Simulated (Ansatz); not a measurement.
Reactions of Cl₃FH₂SSi₂, SMILES `F[Si](Cl)(Cl)S[SiH2]Cl`.

Program: Ansatz. Geometries: PBE0-D4/def2-TZVP. ΔE: electronic, gas phase. CBS: MP2 limit from def2 TZ/QZ plus the TZ coupled-cluster correction, frozen cores. This one scheme is used for every species, atoms too. Functionals use def2-TZVPP. No spin–orbit coupling; open shells (•) take unrestricted orbitals. Spin–orbit coupling would lower the free atoms: a little for Cl, F, S, Si. def2 core potentials past Kr. For I outer-core shells are correlated without core-valence functions, so the limit isn't a true one: a few kJ/mol of doubt a bond, and 10 to 20 or more in all where bonds break to atoms. Each species was taken in one conformer, which may not be the lowest.

```csv
reaction,CCSD(T)/CBS(def2) (kJ/mol)
`F[Si](Cl)(Cl)S[SiH2]Cl` + HI → `F[Si](Cl)(Cl)I` + `S[SiH2]Cl`,-12
`F[Si](Cl)(Cl)S[SiH2]Cl` + PH₃ → `P[SiH2]Cl` + `F[Si](S)(Cl)Cl`,46
`F[Si](Cl)(Cl)S[SiH2]Cl` + `O[SiH2]S` → `O[SiH2]S[Si](F)(Cl)Cl` + `S[SiH2]Cl`,-4
`F[Si](Cl)(Cl)S[SiH2]Cl` → 3 Cl• + F• + 2 H• + S• + 2 Si•,?
```

Fill in the missing values. (Best estimate.)

Computed: `F[Si](Cl)(Cl)S[SiH2]Cl` → 3 Cl• + F• + 2 H• + S• + 2 Si•: +3110.3 kJ/mol.

Largest T1 diagnostic: 0.013, for PH₃.
